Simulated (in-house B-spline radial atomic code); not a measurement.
Pb²⁺. Computed with a B-spline radial atomic code. Model: non-relativistic spherical atom: semilocal Troullier-Martins pseudo-atom, one channel per l, against all electrons, high spin, G0W0 and RPA with empty states to l = 8, local potential for every l without a channel, a model core (radius 0 = none) keeps its share of the functional.

The core holds an angular momentum without a channel of its own, so the local potential lets valence electrons into it.

Without relativity these are model numbers for so heavy an element.

What the tables leave out is listed at the end.

The pseudopotential gives back the lowest level of each angular momentum of its own functional in the configuration it was made in; a second state of the same l is only approximately right. Exact exchange, RPA and GW see the smooth pseudo-orbitals and miss the exchange with the core, for which the functional's share stands in. The column with an uncorrelated core keeps all orbitals and exact exchange, and so separates missing core correlation from pseudisation. Only the three outermost levels and the lowest empty one were computed. RPA here is direct RPA, with no exchange kernel, and its energies carry an (l + 1/2)⁻⁴ tail. A hybrid on a potential with a model core restores only its own semilocal share of the core's exchange.

Command:
```bash
python run_psgw.py task.json out
```
Settings (lengths in bohr, energies in hartree):
```
Z                      82
electrons              80
configuration          [Xe] 4f14 5d10 6s2
generated_in           [Xe] 4f14 5d10 6s2 6p2
functional             pbe,pbe
core_shells            12
radius_factor          1.15
core_correction        True
ion_configuration      [Xe] 4f14 5d10 6s1
```

Time taken, with all properties: 91 s on 1 thread of Arm Neoverse N1, with other jobs on the host.

Given: made with PBE; model core radius 0.938 bohr; local radius 1.521 bohr; mean-field start PBE.

Valence shells of the generating configuration: 5d, 6s, 6p.

Channel: s 2.555, p 3.179, d 1.228 (radii in bohr).

Computed: largest level miss in the spin-unpolarised generating configuration 0 eV; valence RPA correlation energy all-electron orbitals -0.65851 hartree; valence RPA correlation energy pseudo -1.0694 hartree; all-electron RPA polarisability, core included 16.437 bohr³; pseudo-atom RPA polarisability 16.392 bohr³; ionisation by RPA all-electron 28.522 eV; ionisation by RPA pseudo minus all 0.989 eV.

```json
{"level": "6s", "occupied": "1", "mean-field all-electron (eV)": "-23.987", "mean-field pseudo minus all (eV)": "-0.009", "G0W0 all-electron (eV)": "-28.481", "G0W0 uncorrelated core minus all (eV)": "0.11", "G0W0 pseudo minus all (eV)": "-0.627", "exchange self-energy all-electron (eV)": "-14.956", "exchange self-energy pseudo (eV)": "-13.153"}
{"level": "5d", "occupied": "1", "mean-field all-electron (eV)": "-40.741", "mean-field pseudo minus all (eV)": "0.085", "G0W0 all-electron (eV)": "-48.273", "G0W0 uncorrelated core minus all (eV)": "-0.334", "G0W0 pseudo minus all (eV)": "3.338", "exchange self-energy all-electron (eV)": "-41.745", "exchange self-energy pseudo (eV)": "-24.903"}
{"level": "6p (empty)", "occupied": "0", "mean-field all-electron (eV)": "-16.995", "mean-field pseudo minus all (eV)": "-0.02", "G0W0 all-electron (eV)": "-13.996", "G0W0 uncorrelated core minus all (eV)": "0.072", "G0W0 pseudo minus all (eV)": "-0.35", "exchange self-energy all-electron (eV)": "-5.2027", "exchange self-energy pseudo (eV)": "-4.5259"}
```

What is the ionisation by mean-field pseudo minus all?

0.026 eV.

What is the ionisation by mean-field all-electron?

28.215 eV.

Given: mean-field start PBE0.

Computed: valence RPA correlation energy pseudo -1.03 hartree; all-electron RPA polarisability, core included 15.05 bohr³; pseudo-atom RPA polarisability 14.864 bohr³; ionisation by mean-field all-electron 27.873 eV; ionisation by RPA all-electron 28.348 eV; ionisation by RPA pseudo minus all 1.055 eV.

```json
{"level": "6s", "occupied": "1", "mean-field all-electron (eV)": "-24.8", "mean-field pseudo minus all (eV)": "-0.284", "G0W0 all-electron (eV)": "-28.381", "G0W0 uncorrelated core minus all (eV)": "0.112", "G0W0 pseudo minus all (eV)": "-0.816", "exchange self-energy all-electron (eV)": "-14.79", "exchange self-energy pseudo (eV)": "-13.257"}
{"level": "6p (empty)", "occupied": "0", "mean-field all-electron (eV)": "-16.075", "mean-field pseudo minus all (eV)": "-0.343", "G0W0 all-electron (eV)": "-13.942", "G0W0 uncorrelated core minus all (eV)": "0.069", "G0W0 pseudo minus all (eV)": "-0.389", "exchange self-energy all-electron (eV)": "-4.9566", "exchange self-energy pseudo (eV)": "-4.5896"}
```

What is the valence RPA correlation energy all-electron orbitals?

-0.62167 hartree.

What is the ionisation by mean-field pseudo minus all?

0.32 eV.

Among the listed levels the largest G0W0 shift of the pseudo-atom is +3.34 eV, for 5d on the PBE start, while leaving the core uncorrelated moves that level by -0.33 eV. So pseudisation and the lost core exchange, not the missing core correlation, make the error. Not in the tables (levels of low weight, unsolved or above zero; the highest and the empty levels are kept at any weight): on PBE0 the G0W0 levels 5d (pseudo minus all +3.70 eV, weights 0.90 and 0.53); no Hartree-Fock pseudo-atom is run with a model core.
